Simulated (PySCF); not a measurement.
C3H2N3, SMILES [c]1ncncn1, multiplicity 2. Atoms are numbered in the order given.

```xyz
8

C      0.0000     0.0000    -1.3181
N      0.0000    -1.1781    -0.7523
C      0.0000    -1.1287     0.5905
N      0.0000     0.0000     1.2975
C      0.0000     1.1287     0.5905
N      0.0000     1.1781    -0.7523
H      0.0000    -2.0796     1.1363
H      0.0000     2.0796     1.1363
```
Charge 0, spin multiplicity 2.

The structure is a stationary point at B3LYP-D3(BJ)/def2-SVP. The isomer is the one that the SMILES or the coordinates give; other isomers of the formula were not compared.

These are CAM-B3LYP/def2-TZVP in PySCF values and carry that method's errors.

ESP charges are fitted to the potential on shells at 1.4 to 2.0 van der Waals radii. Atomic charges (e):

```
atom  meta-Löwdin  Mulliken  Löwdin  ESP fit  Mulliken spin
----  -----------  --------  ------  -------  -------------
C1           0.19      0.12   -0.17     0.54           0.82
N2          -0.26     -0.19    0.11    -0.76           0.04
C3           0.16      0.07   -0.23     1.00           0.05
N4          -0.28     -0.22    0.11    -0.96          -0.01
C5           0.16      0.07   -0.23     1.00           0.05
N6          -0.26     -0.19    0.11    -0.76           0.04
H7           0.14      0.17    0.14    -0.03           0.00
H8           0.14      0.17    0.14    -0.03           0.00
```

Give the Mayer and Wiberg (Löwdin basis) orders of the bonds. (Estimate from the structure and the level; the computed values follow.)


```csv
bond,Mayer,Wiberg
C1–N2,1.54,1.94
N2–C3,1.41,1.75
C3–N4,1.47,1.81
N4–C5,1.47,1.81
C1–N6,1.54,1.94
C5–N6,1.41,1.75
C3–H7,0.96,0.87
C5–H8,0.96,0.87
```
